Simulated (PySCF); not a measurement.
## Orbital picture of InBr⁻

ωB97X-V at R = 2.782 Å; In def2-TZVPPD with ECP28, Br def2-TZVPPD; scalar-relativistic core potentials (PySCF 2.14). State: ²Π (doublet), unpaired electrons π ↑. Only the outer orbitals are listed, counted within each symmetry, core potentials removing the inner ones.

```csv
spin,orbital,occ.,ε (eV),on In (%),main shells (%)
α,11σ,1,-7.76,64,"63 In s, 35 Br p"
α,6π,1,-5.31,3,97 Br p
α,6π,1,-5.28,2,98 Br p
α,12σ,1,-4.53,47,"52 Br p, 33 In s, 13 In p"
α,7π,1,-0.64,99,97 In p
α,7π,0,4.05,91,85 In p
β,11σ,1,-7.34,55,"54 In s, 44 Br p"
β,6π,1,-5.27,2,98 Br p
β,6π,1,-5.18,2,98 Br p
β,12σ,1,-4.22,57,"44 In s, 43 Br p, 12 In p"
β,7π,0,4.13,90,"85 In p, 8 Br p"
```

Problem. Which are the highest filled and the lowest empty level, where do they sit, and how wide is the gap?

Solution. Highest filled α 7π at -0.64 eV (in %: 97 In p); lowest empty α 7π at 4.05 eV (in %: 85 In p); the gap at ωB97X-V is 4.69 eV. Both belong to one degenerate shell, split only by its one-sided filling, so this is no excitation gap. An empty level above zero is unbound, and its energy depends on the basis.

The bond order (Mayer) is 0.48. The ⟨S²⟩ is 0.755. The charge on In (Mulliken, basis-dependent) is -0.32. The charge on In (Löwdin, basis-dependent) is -0.37. The dipole moment (positive dipole points towards Br; it is taken about the centre of mass and depends on that origin) is -0.95 D.

Spin–orbit coupling is left out. The state was picked by a PBE0 search and need not be the measured ground state.
